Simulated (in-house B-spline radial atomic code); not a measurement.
# Ce3+: [Kr] (4d3/2)3 (4d5/2)6 4f2 5s2 5p6 (with a hole in an inner shell)

Method: Dirac-Kohn-Sham LDA VWN5, spherical fractional occupations, Fermi nucleus of rms radius 4.8771 fm. Calculated with an all-electron radial atomic-structure program (B-spline basis).

Screening seen three ways: the hydrogenic charge with the same mean radius, Z_r = [3n² - l(l+1)]/(2<r>), the one with the same energy, Z_e = n√(-2ε), and Slater's rules. Values are occupation-weighted means over j. An effective charge above Z reflects the relativistic contraction of the inner shells.

```
shell  electrons   ε (eV)  <r> (bohr)    Z_r    Z_e  Slater
   1s          2   -40221     0.02459  60.99  54.37   57.70
   2s          2  -6464.6      0.1048  57.24  43.60   53.85
   2p          6  -5811.1     0.09211  54.29  41.33   53.85
   3s          2  -1413.2      0.2786  48.46  30.57   46.75
   3p          6  -1203.6      0.2763  45.24  28.22   46.75
   3d         10   -897.8      0.2535  41.41  24.37   36.85
   4s          2  -306.39      0.6364  37.71  18.98   30.25
   4p          6  -237.43      0.6729  34.18  16.71   30.25
   4d          9   -136.2      0.7417  28.31  12.66   19.20
   5s          2  -64.476       1.492  25.13  10.88   11.40
   5p          6   -46.62       1.702  21.45   9.26   11.40
   4f          2  -30.673       1.026  17.55   6.01   12.65
```

The least bound orbital is 4f7/2 at -30.52 eV, while the most diffuse is 5p3/2 (<r> = 1.726 bohr against 1.029 bohr): energy order and size order differ. The part-filled 4d shell lies below the filled 5p shell in orbital energy.

For the 1s electron the small component carries 4.6 % of the norm, the zero-frequency Breit interaction raises the level by 109.4 eV, self-energy by 63.88 eV, and vacuum polarisation lowers it by 9.515 eV.
